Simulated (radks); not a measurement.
The numbers below are computed, except where a source is named.
Radial electron density D(r) = 4 pi r^2 rho(r) of an atom or ion with 28 electrons. Level of theory: Dirac Kohn-Sham, LDA (Slater exchange, Perdew-Wang correlation), spin-unpolarised, spherical densities, finite nucleus; Fermi nuclear charge, rms radius of each element as measured or else 0.836 A^(1/3) + 0.57 fm (a radial shooting solver on a logarithmic mesh with Libxc functionals).

r (bohr),D(r) (e/bohr)
0.005626,4.732
0.007503,7.488
0.01001,11.44
0.01335,16.70
0.0178,22.92
0.02374,29.05
0.03167,33.26
0.04224,33.74
0.05589,30.65
0.07454,27.17
0.09942,28.39
0.1326,34.74
0.1769,38.33
0.2359,31.45
0.3146,19.78
0.4196,16.22
0.5552,19.72
0.7405,18.88
0.9877,11.81
1.317,5.427
1.757,2.493
2.343,1.382
3.126,0.7208
4.169,0.2662
5.516,0.06052
7.357,0.006543
9.812,0.0002871

What is the nuclear charge?

Answer. Z = 28. The innermost maximum, from 1s, lies near gamma/Z bohr with gamma = sqrt(1 - (Z/c)^2) = 0.979, here 0.035 bohr (found: 0.0378), and its height grows with Z. The density is that of neutral nickel in [Ar] 3d8 4s2; the configuration itself is not fixed sharply by these data, and Z only to about a unit. D(r) has 3 maxima, at r = 0.0378, 0.171, 0.626 bohr, and minima at 0.0821, 0.397 bohr, inside which lie 2.12, 10.79 electrons.
